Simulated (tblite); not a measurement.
Species: C₅H₁₁N₂Si (doublet state).
Structure used (GFN2-xTB), in Å, numbered top down from 1:
```
atom  x, y, z in Å
C1     3.395   -1.704    0.084
C2     2.498   -0.695    0.098
C3     1.711    0.243    0.115
C4     0.708    1.260    0.118
Si5   -1.040    0.491   -0.125
C6    -1.534   -0.573    1.372
N7    -0.911   -0.354   -1.634
N8    -2.156    1.810   -0.179
H9     3.823   -2.051   -0.840
H10    3.706   -2.178    0.998
H11    0.733    1.810    1.059
H12    0.891    1.966   -0.693
H13   -2.496   -1.052    1.210
H14   -0.802   -1.355    1.546
H15   -1.610    0.017    2.278
H16   -1.686   -0.909   -1.960
H17   -0.045   -0.831   -1.831
H18   -2.067    2.485   -0.921
H19   -3.129    1.629    0.002
```

Computed values, GFN2-xTB/tblite, gas phase, harmonic and unscaled. The method is semi-empirical: single wavenumbers can be off by several per cent or more. One conformer, not necessarily the lowest. Open shells enter through the occupations alone, without spin polarisation, and single modes of such species can be off by tens of per cent.

Harmonic wavenumbers (cm⁻¹): 26.0, 60.7, 106.8, 126.6, 138.0, 162.1, 178.1, 191.3, 205.7, 220.6, 230.7, 246.4, 280.4, 298.4, 368.1, 506.7, 542.1, 623.5, 635.8, 717.6, 742.0, 787.5, 792.3, 807.6, 851.8, 862.6, 878.2, 935.3, 962.9, 1114.7, 1168.9, 1326.1, 1378.5, 1424.3, 1442.4, 1491.3, 1492.8, 1516.2, 1522.9, 2208.9, 2961.8, 2974.6, 3037.3, 3049.3, 3056.6, 3094.9, 3115.1, 3465.0, 3478.7, 3499.5, 3514.6.

A = 3024, B = 863.1, C = 849.7 MHz; mass 127.069 u (most abundant isotopes); point group C1, symmetry number 1; spin multiplicity 2.

Question: What is the zero-point energy?

Answer: Half the sum of the wavenumbers: 32410 cm⁻¹ = 387.71 kJ/mol.

Question: Entropy at 273.15 K, 1 bar (ideal gas, RRHO, classical rotation)?

Answer: Translation 167.46, rotation 121.76, vibration 164.46, spin (R ln 2) 5.76: S = 459.4 J/(mol K).

Question: And Cp and H(273.15 K) − H(0)?

Answer: Cp = 187.00 J/(mol K), of which vibrations give 153.74 (their classical limit is 51 R = 424.0); H(273.15 K) − H(0) = 32.35 kJ/mol without the zero-point energy, 23.26 from vibrations.

Question: Blend soft modes into free rotors: weight 1/[1 + (100 cm⁻¹/ν̃)⁴] for the oscillator and the rest for a rotor with moment μB/(μ + B), μ = h/(8π²ν), B = 10⁻⁴⁴ kg m². What vibrational entropy results?

Answer: 151.95 J/(mol K) in place of 164.46, which changes −T·S at 273.15 K by +3.42 kJ/mol.

Question: What must be added to the electronic energy to get the Gibbs energy at 273.15 K and 1 bar?

Answer: ZPE + [H(273.15 K) − H(0)] − T·S = 387.71 + 32.35 − 125.49 = 294.57 kJ/mol.

Hindered rotation and anharmonicity are outside this model. Other conformers, if any are populated, would add a mixing term that is left out. The structure is chiral; the term R ln 2 for an equal mix with its mirror image is left out.
